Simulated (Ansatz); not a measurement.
**Relative stability**

The two ends of one reaction step of GeH4BrCl, singlet (PBE0-D4/def2-TZVP).

A:

```xyz
7
angstrom
Ge -1.0873 0.0773 -0.1876
Cl -0.0137 -1.6259 0.6262
H -0.5029 0.3332 -1.5775
H -0.8463 1.2406 0.7754
H -2.5582 -0.3436 -0.2400
H 2.0631 -0.3845 0.4490
Br 2.9452 0.7030 0.1545
```

B:

Ge1  (-0.590, 0.697, -0.604)
Cl2  (0.627, -2.019, 1.974)
H3  (-0.909, 1.768, -1.651)
H4  (-0.884, 1.170, 0.820)
H5  (-1.245, -0.646, -0.926)
H6  (1.292, -1.325, 1.113)
Br7  (1.708, 0.355, -0.725)
(Å)

Computed with Ansatz 0.2.0 (basis: def2-TZVPP); correlated methods freeze the cores. Filled d shells of the heavier atoms are correlated. The def2 sets are not built for correlating such inner shells, so the correlated values are less sure here. B3LYP uses VWN-RPA correlation.

Problem. Which structure is lower at CCSD(T), and by how much? (Judge from chemistry; the value comes from the calculation.)

Solution. The calculation gives: B, by 0.104 eV (electronic energy, against the other). By their contacts, A is a complex of GeH₃Cl ([Cl][GeH3]) + HBr and B is a complex of GeH₃Br ([GeH3][Br]) + HCl.

All methods give the same order:

| method | E(B) − E(A) (eV) |
| --- | --- |
| SPW92 | -0.103 |
| PBE-D4 | -0.111 |
| BLYP-D4 | -0.092 |
| r2SCAN-D4 | -0.102 |
| B97M-V | -0.063 |
| PBE0-D4 | -0.118 |
| B3LYP-D4 | -0.100 |
| r2SCAN0-D4 | -0.113 |
| BHLYP-D4 | -0.108 |
| CAM-B3LYP-D4 | -0.086 |
| wB97X-V | -0.095 |
| wB97M-V | -0.101 |
| B2PLYP | -0.098 |
| PBE-QIDH | -0.117 |
| RPA on PBE | -0.092 |
| HF | -0.098 |
| MP2 | -0.112 |
| CCSD | -0.106 |
| CCSD(T) | -0.104 |

No T1 diagnostic of these runs exceeds 0.009.

Labels in which every atom is bracketed show which atoms are joined, not bond orders.

For scale, one of the runs: CCSD(T)/def2-TZVPP, 194 basis functions, launched by `ansatz run in.yaml --threads 4 --pin off --events-out ev --progress --plain --max-ram 9574MiB`. Time: 90 s of wall clock on 4 CPU threads of an Arm Neoverse V1; the host was shared. Peak host memory: 2.2 GiB.
